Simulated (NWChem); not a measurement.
# ZnHF; SMILES [ZnH][F]

```xyz
3

Zn     0.0000     0.0000    -0.3422
H      0.0000     0.0000    -1.8548
F      0.0000     0.0000     1.4006
```
Atoms are numbered in this order, from 1.

Geometry: optimised at PBE0/def2-SVP.

Q: Give the principal values of the shielding tensors (ppm) of Zn1, F3 from PBE0/pcSseg-1, GIAO (NWChem), with their diamagnetic and paramagnetic parts as GIAO splits them.

A: 
```json
[
 {"atom": "Zn1", "σ11": "1431.2", "σ22": "1431.2", "σ33": "2523.0", "isotropic": "1795.2", "diamagnetic": "2519.8", "paramagnetic": "-724.6"},
 {"atom": "F3", "σ11": "331.8", "σ22": "331.8", "σ33": "490.2", "isotropic": "384.6", "diamagnetic": "468.3", "paramagnetic": "-83.6"}
]
```
